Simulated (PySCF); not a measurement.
NICS in one family of compounds.

NICS = −σ at a ghost point: NICS(0) at the centroid of the ring atoms, NICS(1) 1 Å to either side along the normal of their mean plane, zz for the tensor component along that normal. Level: GIAO PBE0/pcSseg-1 (PySCF, non-relativistic, gas phase) on the GFN2-xTB geometries, one conformer each. Atom numbers follow the mapped SMILES.

Problem. Order these rings by mean NICS(1)zz, lowest (most negative) first (ppm).
A. ring N5–N6–C7–C8–C9 in `[CH3:1][CH2:2][C@H:3]([CH3:4])[n:5]1[n:6][cH:7][cH:8][c:9]1[CH3:10]`
B. ring C2–C3–C4–C5–C6–C12 in `[F:1][c:2]1[cH:3][cH:4][cH:5][c:6](-[n:7]2[cH:8][cH:9][cH:10][n:11]2)[cH:12]1`
C. ring N4–C5–C6–C7–N8 in `[CH3:1][SiH:2]([CH3:3])[n:4]1[cH:5][cH:6][cH:7][n:8]1`
D. ring C2–C3–C4–C5–C6–C7 in `[F:1][c:2]1[cH:3][cH:4][cH:5][cH:6][c:7]1-[n:8]1[cH:9][cH:10][cH:11][n:12]1`
E. ring N5–N6–C7–C8–C9 in `[CH3:1][CH2:2][C@H:3]([CH3:4])[n:5]1[n:6][cH:7][cH:8][c:9]1[C:10]#[N:11]`

Solution. C (-32.1), E (-30.1), A (-29.0), D (-25.5), B (-24.4).

```json
{"SMILES": "C[SiH](C)n1cccn1", "ring": "5-membered ring with 2 N; formal bonds all aromatic", "NICS(0)": "-12.9", "NICS(1)": "-12.3", "NICS(1)zz": "-32.1", "HOMA": "0.91", "rms pucker (Å)": "0.00", "ring atoms with four or more neighbours": "0"}
{"SMILES": "CC[C@H](C)n1nccc1C#N", "ring": "5-membered ring with 2 N; formal bonds all aromatic", "NICS(0)": "-13.6", "NICS(1)": "-12.0", "NICS(1)zz": "-30.1", "HOMA": "0.98", "rms pucker (Å)": "0.00", "ring atoms with four or more neighbours": "0"}
{"SMILES": "CC[C@H](C)n1nccc1C", "ring": "5-membered ring with 2 N; formal bonds all aromatic", "NICS(0)": "-12.3", "NICS(1)": "-11.3", "NICS(1)zz": "-29.0", "HOMA": "0.96", "rms pucker (Å)": "0.00", "ring atoms with four or more neighbours": "0"}
{"SMILES": "Fc1ccccc1-n1cccn1", "ring": "6-membered carbocycle; formal bonds all aromatic", "NICS(0)": "-10.2", "NICS(1)": "-10.8", "NICS(1)zz": "-25.5", "HOMA": "0.99", "rms pucker (Å)": "0.00", "ring atoms with four or more neighbours": "0"}
{"SMILES": "Fc1cccc(-n2cccn2)c1", "ring": "6-membered carbocycle; formal bonds all aromatic", "NICS(0)": "-9.7", "NICS(1)": "-10.3", "NICS(1)zz": "-24.4", "HOMA": "0.99", "rms pucker (Å)": "0.00", "ring atoms with four or more neighbours": "0"}
```

NICS(0) gives another order. The isotropic NICS(1) gives the same order. Over the 5 rings with a HOMA value its correlation coefficient with NICS(1)zz is 0.81. HOMA uses Krygowski's 1993 parameters. NICS(1) and NICS(1)zz are means over the two faces.
